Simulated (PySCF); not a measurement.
Excitations are Tamm–Dancoff values on a coarser integration grid. The basis has no diffuse functions, so Rydberg states are missing or too high.

Cartesian coordinates (Å):
SMILES: B=C=BC
```xyz
8

B      2.5945    -0.3113    -0.0617
C      1.2630    -0.1454    -0.0161
B     -0.0822     0.0150     0.0236
C     -1.5921     0.1914     0.0674
H      3.7539    -0.4573    -0.1019
H     -1.9420     0.7723    -0.7877
H     -1.8988     0.7119     0.9764
H     -2.0963    -0.7765     0.0462
```
Charge 0, multiplicity 1.

Task: Predict the S1 excitation (TDA), HOMO and S1–T1 gap (TDA) from PBE-D3(BJ)/def2-TZVP // CAM-B3LYP-D3(BJ)/def2-TZVP (PySCF 2.14.0).

Result: 
| Item | Value |
|---|---|
| S1 excitation (TDA) | 4.00 eV |
| HOMO | -6.12 eV |
| S1–T1 gap (TDA) | 0.84 eV |
